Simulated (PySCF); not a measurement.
**Radial density of Mo (molybdenum, neutral)**

PW91, [Kr] 4d5 5s1, high-spin 7S determinant. Calculation: PySCF 2.14, in def2-QZVPPD with the def2 core potential (28 electrons) (7s5p4d3f2g, 81 functions); scalar relativity through the core potential. This is the valence pseudo-density: the core potential removes the inner electrons and smooths the orbitals near the nucleus.

```
r (bohr)  4πr²ρ (e/bohr)  4πr²(ρα − ρβ)
  0.0649       3.329e-05         0.0000
   0.109       0.0001822         0.0000
   0.184        0.001722         0.0005
   0.309         0.03399         0.0092
   0.519           1.097         0.1710
   0.874           9.334         1.4901
    1.47           7.776         2.7949
    2.47           1.957         1.6645
    4.16          0.4228         0.4214
    6.99         0.02345         0.0234
    11.8       0.0001223         0.0001
```

Energies and moments cover only the electrons outside the core potential.
